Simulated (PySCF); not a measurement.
Match the calculated data to a structure.

All candidates are C6H13BO2.

* XPS: B1s 196.0, C1s 290.0 (×2), C1s 290.2, C1s 290.9, C1s 291.8, C1s 292.5, O1s 537.8, O1s 538.8 eV [ΔSCF SCAN, pcX-2 on the ionised atom, pcseg-1 elsewhere, spin-free X2C]
* Valence photoelectron: vertical ionisation energy: 8.78 eV [ΔSCF wB97X-D/def2-SVPD]
* Rotational structure: rotational constants A, B, C: 2.073, 1.271, 0.943 GHz [PBE0-D3(BJ)/def2-SVP]
* Triplet: lowest triplet excitation (Tamm–Dancoff): 5.27 eV [TDA wB97X-D/def2-SVPD]
* 13C NMR: chemical shifts (computed TMS as zero) by class: 75.8 (1 C), 63.3 (1 C), 55.4 (1 C), 32.1 (2 C), 15.1 (1 C) ppm [GIAO B3LYP/pcSseg-1]
* 1H NMR: chemical shifts (computed TMS as zero) by class: 5.38 (1 H), 4.04 (3 H), 3.10 (3 H), 1.93 (2 H), 1.76 (2 H), 1.59 (1 H), 1.57 (1 H) ppm [GIAO B3LYP/pcSseg-1]

Electronic properties: PySCF, gas phase, density fitting. Levels stand in brackets. One conformer (not necessarily the lowest) at the PBE0-D3(BJ)/def2-SVP geometry, without solvent, vibrations or thermal averaging. NMR classes are plain means over equivalent atoms (diastereotopic ones count apart unless rotation or inversion swaps them), as if these changed places fast.

Task: Which candidate is it?
A. `C=CC(C)(C)OBOC`
B. `COBC1(OC)CCC1`
C. `C=C(C)COB(C)OC`

Result: B. It is `COBC1(OC)CCC1`. Numbering: `[CH3:1][O:2][BH:3][C:4]1([O:5][CH3:6])[CH2:7][CH2:8][CH2:9]1`. 6 carbons fall into 5 classes; from least to most shielded: ring sp3 carbon bound to oxygen [C4] (75.8 ppm), methoxy carbon [C1] (63.3 ppm), methoxy carbon [C6] (55.4 ppm), four-membered-ring carbon [C7/C9] (32.1 ppm, 2 C), four-membered-ring carbon [C8] (15.1 ppm). Hydrogen classes from least to most shielded: 1 H on a three-coordinate boron, B3 (5.38 ppm), 3 H on a methoxy carbon, C1 (4.04 ppm), 3 H on a methoxy carbon, C6 (3.10 ppm, a mean of values up to 0.6 ppm apart in this geometry), 2 H on 2 four-membered-ring carbons, C7/C9 (1.93 ppm), 2 H on 2 four-membered-ring carbons, C7/C9 (1.76 ppm), 1 H on a four-membered-ring carbon, C8 (1.59 ppm), 1 H on a four-membered-ring carbon, C8 (1.57 ppm). The core levels belong to: B1s 196.0 eV, three-coordinate boron [B3]; C1s 290.0 eV, four-membered-ring carbon [C7/C9]; C1s 290.2 eV, four-membered-ring carbon [C8]; C1s 290.9 eV, sp3 carbon bound to oxygen [C4]; C1s 291.8 eV, methoxy carbon [C6]; C1s 292.5 eV, methoxy carbon [C1]; O1s 537.8 eV, ether oxygen [O5]; O1s 538.8 eV, boron-bound oxygen [O2]. One atom of each topological class was ionised and stands for its class. The first electron is taken from the HOMO, whose largest Löwdin shares are 0.41 on the ether oxygen, 0.14 on the sp3 carbon bound to oxygen, 0.09 on a four-membered-ring carbon and 0.09 on the three-coordinate boron. The optimised geometry has point group C1 and is an asymmetric top.

The others, at the same levels:
- `C=C(C)COB(C)OC` fails: it has 6 carbon classes against 5; its computed 13C shifts are 152.4 (1 C), 114.1 (1 C), 67.3 (1 C), 53.9 (1 C), 21.5 (1 C), -3.6 (1 C) ppm, core binding energies are B1s 196.7, C1s 289.5, C1s 290.0, C1s 290.3, C1s 290.7, C1s 291.9, C1s 292.5, O1s 538.1, O1s 538.4 eV and 1H shifts are 5.50 (1 H), 5.07 (1 H), 4.31 (2 H), 3.55 (3 H), 1.66 (3 H), 0.29 (3 H) ppm.
- `C=CC(C)(C)OBOC` fails: its computed core binding energies are B1s 196.7, C1s 290.1, C1s 290.4, C1s 290.5 (×2), C1s 292.3, C1s 292.4, O1s 537.9, O1s 538.3 eV, rotational constant A is 2.597 GHz (against 2.073 GHz) and smallest rotational constant is 0.820 GHz (against 0.943 GHz).

Each candidate is one conformer, not necessarily the lowest. Dipoles, sizes and rotational constants follow the conformer. The torsions of the flexible species, by atom-mapped SMILES:
- `[CH3:1][O:2][BH:3][C:4]1([O:5][CH3:6])[CH2:7][CH2:8][CH2:9]1`: C1–O2–B3–C4 174°, O2–B3–C4–O5 160°, B3–C4–O5–C6 -67°
- `[CH2:1]=[C:2]([CH3:3])[CH2:4][O:5][B:6]([CH3:7])[O:8][CH3:9]`: C1–C2–C4–O5 0°, C2–C4–O5–B6 -135°, C4–O5–B6–C7 179°, O5–B6–O8–C9 179°
- `[CH2:1]=[CH:2][C:3]([CH3:4])([CH3:5])[O:6][BH:7][O:8][CH3:9]`: C1–C2–C3–C4 -133°, C2–C3–O6–B7 -70°, C3–O6–B7–O8 176°, O6–B7–O8–C9 178°
